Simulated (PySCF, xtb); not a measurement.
BH₃O₂. Atoms are numbered in the order given.

```xyz
6

B     -0.4865     0.0013     0.0000
H     -1.6890     0.0573     0.0000
O      0.1010    -1.2307     0.0000
H      1.0735    -1.1670     0.0000
O      0.3064     1.1254     0.0000
H     -0.2117     1.9451     0.0000
```

Coordinates come from a PBE-D3(BJ)/def2-TZVP optimisation. Other conformers were not sampled.

Computed with C-PCM-PBE0/def2-SVP (PySCF).

The values are the electrostatic part of the solvation free energy, E(continuum) − E(gas) at the gas-phase geometry, in a cavity of scaled van der Waals radii (PySCF's table); cavitation and dispersion terms are not included. In vacuum the orbital gap is 10.41 eV. The dipole moment in vacuum is 1.62 D.

```json
[
 {"solvent": "water", "ε": "78.36", "ΔG(elec) (kcal/mol)": "-6.1", "dipole (D)": "1.92", "gap (eV)": "10.38"},
 {"solvent": "diethylether", "ε": "4.24", "ΔG(elec) (kcal/mol)": "-4.7", "dipole (D)": "1.85", "gap (eV)": "10.39"},
 {"solvent": "dichloromethane", "ε": "8.93", "ΔG(elec) (kcal/mol)": "-5.5", "dipole (D)": "1.89", "gap (eV)": "10.39"}
]
```

For comparison, GFN2-xTB/ALPB(water) (xtb, at the GFN2-xTB geometry, all terms of that model) gives -8.8 kcal/mol.
